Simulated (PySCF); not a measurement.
**AsF₄⁻, singlet: computed properties**

These are results of PBE0/[As def2-SVPD, F def2-SVPD], no relativity, density fitting, PySCF, not measurements.

The structure is a higher-order saddle point with 2 imaginary modes.

```json
{
 "Point group": "D4h",
 "Bond lengths": "As–F 1.912 Å (×4)",
 "Bond angles": "F–As–F 90.0° (×4), F–As–F 180.0° (×2)",
 "Dipole moment about the centre of mass": "0.00 D",
 "Lowest empty level": "0.94 eV",
 "Principal quadrupole moments (Buckingham, traceless) about the centre of mass": "-9.25, -9.25, 18.49 D Å",
 "Rotational constants": "0.1213, 0.1213, 0.06067 cm⁻¹",
 "Zero-point energy (real modes)": "14.1 kJ/mol",
 "Highest occupied level": "-2.54 eV",
 "Principal polarisabilities": "35.5, 54.4, 54.4 bohr³"
}
```

Harmonic modes (masses in u: As 74.922, F 18.998):
```tsv
symmetry	ω (cm⁻¹)	IR (km/mol, summed over degenerate members)	type
a2u	336i	–	bend
b2u	90i	–	bend
eu	155	9.2	bend
b2g	227	0.0	bend
b1g	418	0.0	stretch
eu	450	926	stretch
a1g	501	0.0	stretch
```

In D4h the vibrations span a2u + b2u + 2eu + b2g + b1g + a1g. The a1g, b1g, b2g, b2u modes carry no infrared intensity, as symmetry demands. With a centre of inversion only u modes can be infrared active and only g modes Raman active.

Charges (e); Mulliken and Löwdin values are unreliable with diffuse functions:
```csv
atom,Mulliken,Löwdin,polar tensor,Mayer order to As1
As1,1.60,1.47,2.15,–
"F2,3,4,5",-0.65,-0.62,-0.79,0.53
```

Mulliken populations on As1: s 8.01, p 13.01, d 10.38.

Outer orbital energies (eV). occupied: -6.38, -6.05, -6.05, -5.75, -5.75, -5.75, -5.23, -2.54; empty: 0.94, 4.97, 5.99, 5.99.

This need not be the most stable arrangement of these atoms. The lowest empty level of this anion is unbound, so it and the gap depend on the basis. At this level a singlet minimum of C2v symmetry lies 192 kJ/mol below this structure.

The final relaxation and frequency run took of the order of 90 core-seconds on a shared host.
